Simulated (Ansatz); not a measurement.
Breaking the Si2–H4 bond in Cl2H2Si (SMILES Cl[SiH2]Cl) (multiplicity 1 held, fragments rigid). Energies count from the point at 1.470 Å.
Geometry at that point (charge 0, multiplicity 1):
```xyz
5

Cl    -1.676     0.434    -0.004
Si    -0.011    -0.766     0.024
Cl     1.688     0.383    -0.022
H     -0.017    -1.541     1.273
H     -0.031    -1.617    -1.175
```

U- levels take the lowest unrestricted solution at each point, which mixes spins at long bonds. Active spaces are followed from a long bond inwards. Levels need not reach the same state.

Frozen-core correlation.

Programs: Ansatz (Gaussian orbitals). Each number belongs to the level named beside it.

Energies in kcal/mol.

```json
[
 {"R (Å)": "1.176", "U-r2SCAN/cc-pV(T+d)Z": "30.3", "U-wB97X-V/cc-pV(T+d)Z": "30.5", "U-CCSD/cc-pV(T+d)Z": "29.8", "SC-NEVPT2 on CASSCF(2,2)/cc-pV(T+d)Z": "31.4", "FIC-MRCISD+Q on CASSCF(2,2)/cc-pV(T+d)Z": "29.8"},
 {"R (Å)": "1.323", "U-r2SCAN/cc-pV(T+d)Z": "6.1", "U-wB97X-V/cc-pV(T+d)Z": "6.0", "U-CCSD/cc-pV(T+d)Z": "5.7", "SC-NEVPT2 on CASSCF(2,2)/cc-pV(T+d)Z": "6.5", "FIC-MRCISD+Q on CASSCF(2,2)/cc-pV(T+d)Z": "5.7"},
 {"R (Å)": "1.470", "U-r2SCAN/cc-pV(T+d)Z": "0.0", "U-wB97X-V/cc-pV(T+d)Z": "0.0", "U-CCSD/cc-pV(T+d)Z": "0.0", "SC-NEVPT2 on CASSCF(2,2)/cc-pV(T+d)Z": "0.0", "FIC-MRCISD+Q on CASSCF(2,2)/cc-pV(T+d)Z": "0.0"},
 {"R (Å)": "1.617", "U-r2SCAN/cc-pV(T+d)Z": "3.6", "U-wB97X-V/cc-pV(T+d)Z": "3.8", "U-CCSD/cc-pV(T+d)Z": "4.0", "SC-NEVPT2 on CASSCF(2,2)/cc-pV(T+d)Z": "3.3", "FIC-MRCISD+Q on CASSCF(2,2)/cc-pV(T+d)Z": "3.9"},
 {"R (Å)": "1.764", "U-r2SCAN/cc-pV(T+d)Z": "12.0", "U-wB97X-V/cc-pV(T+d)Z": "12.7", "U-CCSD/cc-pV(T+d)Z": "13.0", "SC-NEVPT2 on CASSCF(2,2)/cc-pV(T+d)Z": "11.6", "FIC-MRCISD+Q on CASSCF(2,2)/cc-pV(T+d)Z": "12.8"},
 {"R (Å)": "1.985", "U-r2SCAN/cc-pV(T+d)Z": "28.3", "U-wB97X-V/cc-pV(T+d)Z": "30.1", "U-CCSD/cc-pV(T+d)Z": "30.0", "SC-NEVPT2 on CASSCF(2,2)/cc-pV(T+d)Z": "27.5", "FIC-MRCISD+Q on CASSCF(2,2)/cc-pV(T+d)Z": "29.4"},
 {"R (Å)": "2.205", "U-r2SCAN/cc-pV(T+d)Z": "45.2", "U-wB97X-V/cc-pV(T+d)Z": "48.6", "U-CCSD/cc-pV(T+d)Z": "47.5", "SC-NEVPT2 on CASSCF(2,2)/cc-pV(T+d)Z": "43.5", "FIC-MRCISD+Q on CASSCF(2,2)/cc-pV(T+d)Z": "46.1"},
 {"R (Å)": "2.573", "U-r2SCAN/cc-pV(T+d)Z": "69.2", "U-wB97X-V/cc-pV(T+d)Z": "76.2", "U-CCSD/cc-pV(T+d)Z": "72.7", "SC-NEVPT2 on CASSCF(2,2)/cc-pV(T+d)Z": "65.4", "FIC-MRCISD+Q on CASSCF(2,2)/cc-pV(T+d)Z": "68.8"},
 {"R (Å)": "2.940", "U-r2SCAN/cc-pV(T+d)Z": "80.7", "U-wB97X-V/cc-pV(T+d)Z": "89.1", "U-CCSD/cc-pV(T+d)Z": "87.7", "SC-NEVPT2 on CASSCF(2,2)/cc-pV(T+d)Z": "79.2", "FIC-MRCISD+Q on CASSCF(2,2)/cc-pV(T+d)Z": "83.2"},
 {"R (Å)": "3.381", "U-r2SCAN/cc-pV(T+d)Z": "87.0", "U-wB97X-V/cc-pV(T+d)Z": "94.2", "U-CCSD/cc-pV(T+d)Z": "93.8", "SC-NEVPT2 on CASSCF(2,2)/cc-pV(T+d)Z": "87.2", "FIC-MRCISD+Q on CASSCF(2,2)/cc-pV(T+d)Z": "91.4"},
 {"R (Å)": "3.969", "U-r2SCAN/cc-pV(T+d)Z": "89.9", "U-wB97X-V/cc-pV(T+d)Z": "95.9", "U-CCSD/cc-pV(T+d)Z": "95.3", "SC-NEVPT2 on CASSCF(2,2)/cc-pV(T+d)Z": "90.5", "FIC-MRCISD+Q on CASSCF(2,2)/cc-pV(T+d)Z": "94.8"},
 {"R (Å)": "4.704", "U-r2SCAN/cc-pV(T+d)Z": "90.8", "U-wB97X-V/cc-pV(T+d)Z": "96.3", "U-CCSD/cc-pV(T+d)Z": "95.6", "SC-NEVPT2 on CASSCF(2,2)/cc-pV(T+d)Z": "91.3", "FIC-MRCISD+Q on CASSCF(2,2)/cc-pV(T+d)Z": "95.6"}
]
```

Doubts at one or more of the structures used: a spin-contaminated determinant (U-r2SCAN/cc-pV(T+d)Z, U-wB97X-V/cc-pV(T+d)Z, U-CCSD/cc-pV(T+d)Z); T1 above 0.05 (U-CCSD/cc-pV(T+d)Z).

Ansatz is a quantum-chemistry and plane-wave program.
